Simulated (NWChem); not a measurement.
**1,3-disilacyclobutane (C$_{2}$H$_{8}$Si$_{2}$) in NWChem**

```xyz
12

C      0.0000     1.3589    -0.1591
Si     1.3151     0.0000     0.0758
C      0.0000    -1.3589    -0.1591
Si    -1.3151     0.0000     0.0758
H      0.0000     1.7455    -1.1921
H      0.0000     2.2149     0.5303
H      2.4462     0.0000    -0.9054
H      1.8814     0.0000     1.4606
H      0.0000    -1.7455    -1.1921
H      0.0000    -2.2149     0.5303
H     -2.4462     0.0000    -0.9054
H     -1.8814     0.0000     1.4606
```
Charge 0, spin multiplicity 1.

The numbers come from NWChem runs, not from measurements. All single points use one geometry, from PBE0/def2-SVP, a minimum by its harmonic frequencies. It is one conformer; others weren't searched.

Symmetry labels belong to the abelian group C2v used in the runs, with the axes of the coordinates shown.

B3LYP has NWChem's definition, with VWN1-RPA local correlation. The Pople sets run with spherical d functions.

List the lowest 6 singlet excitations that TD-B3LYP/6-31+G* (spherical d), VWN1-RPA local correlation gives, with oscillator strengths.


```csv
state,symmetry,energy (eV),wavelength (nm),f
1,a2,6.07,204,0.000
2,b1,6.45,192,0.004
3,b1,6.98,178,0.003
4,b1,7.06,176,0.140
5,a2,7.08,175,0.000
6,a1,7.20,172,0.000
```
